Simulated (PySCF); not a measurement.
Core-level binding energies of `CN(C)BO[SiH3]`

Species: C2H10BNOSi.
Cartesian coordinates in Å at the PBE0-D3(BJ)/def2-SVP level; atoms count from 1:
```
atom  x, y, z in Å
C1    -2.030   -0.599   -0.638
N2    -0.801   -0.072   -0.107
C3    -0.959    0.993    0.851
B4     0.456   -0.550   -0.508
O5     1.599   -0.003    0.020
Si6    3.211   -0.358   -0.192
H7    -1.817   -1.404   -1.353
H8    -2.674   -1.008    0.162
H9    -2.613    0.182   -1.161
H10   -1.484    1.858    0.407
H11    0.026    1.326    1.201
H12   -1.549    0.661    1.725
H13    0.515   -1.447   -1.325
H14    3.744   -1.012    1.039
H15    3.402   -1.269   -1.361
H16    3.948    0.917   -0.424
```

Method used: delta-SCF UKS SCAN, pcX-2 on the ionised atom, pcseg-1 elsewhere, spin-free X2C in PySCF. These are vertical core ionisation energies against the vacuum level, from separate self-consistent calculations with and without the core hole.

Question: List the computed XPS lines with their assignment.

Answer: 
```csv
atom(s),environment,level,binding energy (eV),2p1/2 (eV),count
Si6,oxygen-bound silicon,Si 2p3/2,107.45,108.07,1
B4,three-coordinate boron,B 1s,195.91,–,1
C1/C3,N-methyl carbon,C 1s,291.56,–,2
N2,boron-bound nitrogen,N 1s,404.67,–,1
O5,boron-bound oxygen,O 1s,537.78,–,1
Si6,oxygen-bound silicon,Si 1s,1847.34,–,1
```

Question: Which photon energy gives electrons from N 1s of N2 (atom 2) a kinetic energy of 100 eV, and what is their de Broglie wavelength?

Answer: hν = 404.67 + 100 = 504.67 eV, recoil neglected; λ = 12.264 Å/√(E/eV) = 1.23 Å.

Topologically equivalent atoms share the value of their first member; where this conformer doesn't relate them by symmetry, their own values could differ. Spin–orbit and ligand-field terms were added within each 2p shell after the spin-free SCF. 2p1/2 minus 2p3/2 (ligand field included): Si 0.62 eV. The structure is a single PBE0-D3(BJ)/def2-SVP conformer in the gas phase; no vibrational or solvent corrections.
